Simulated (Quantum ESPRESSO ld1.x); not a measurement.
Results of a calculation; reference values are marked as such.
The aim is the krypton ion Kr+ in [Ar] 3d10 4s2 4p5. This ld1.x (Quantum ESPRESSO 7.5) run was made with `OMP_NUM_THREADS=1 ld1.x < ld1.in > ld1.out`. Can the result be used? Name any fault.

```
 &input
    zed=36.0,
    iswitch=5,
    rel=1,
    dft='BLYP',
    config='[Ar] 3d10 4s2 4p5',
    prefix='ld1',
    max_out_wfc=37,
    file_charge='ld1.rho',
 /
```

Output (excerpt):

```
     Program LD1 v.7.5 starts

 %%%%%%%%%%%%%%%%%%%%%%%%%%%%%%%%%%%%%%%%%%%%%%%%%%%%%%%%%%%%%%%%%%%%%%%%%%%%%%
     Error in routine ld1_readin (1):
     wrong iswitch
 %%%%%%%%%%%%%%%%%%%%%%%%%%%%%%%%%%%%%%%%%%%%%%%%%%%%%%%%%%%%%%%%%%%%%%%%%%%%%%

     stopping ...
```

Answer. No (refused). The line at issue: iswitch=5. The program stops in ld1_readin with "wrong iswitch": iswitch takes 1 to 4. The sound input gives -2790.195 hartree.
